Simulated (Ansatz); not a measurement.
Species: C$_{3}$H$_{9}$FSi, net charge 0, singlet state. 
Geometry from a B3LYP-D3(BJ)/def2-TZVP (Ansatz, a program for electronic structure) optimisation:
SMILES: C[Si](C)(C)F
```xyz
14

C      1.5018    -0.8629    -0.6679
Si     0.0038     0.0021     0.0286
C     -1.5516    -0.9875    -0.2520
C     -0.1576     1.7365    -0.6370
F      0.2171     0.1192     1.6297
H      1.4167    -0.9726    -1.7519
H      2.4141    -0.3003    -0.4592
H      1.6157    -1.8605    -0.2387
H     -2.4170    -0.4974     0.1988
H     -1.4666    -1.9863     0.1811
H     -1.7506    -1.1018    -1.3205
H     -1.0099     2.2524    -0.1898
H     -0.3046     1.7238    -1.7199
H      0.7390     2.3237    -0.4280
```

Basis-set convergence of Hartree-Fock and CCSD(T) correlation energies (hartree) with Ansatz. Cores are frozen in the correlated levels unless marked. Spin-orbit coupling is left out. No relativistic terms.

```csv
basis,functions,E(HF),"E(corr, CCSD(T))"
aug-cc-pV(D+d)Z,205,-507.35218,-0.84978
aug-cc-pV(T+d)Z,446,___,___
```

**Question.** Complete the blanks.

**Answer.** 
- aug-cc-pV(T+d)Z, E(HF): -507.42954
- aug-cc-pV(T+d)Z, E(corr, CCSD(T)): -1.01451
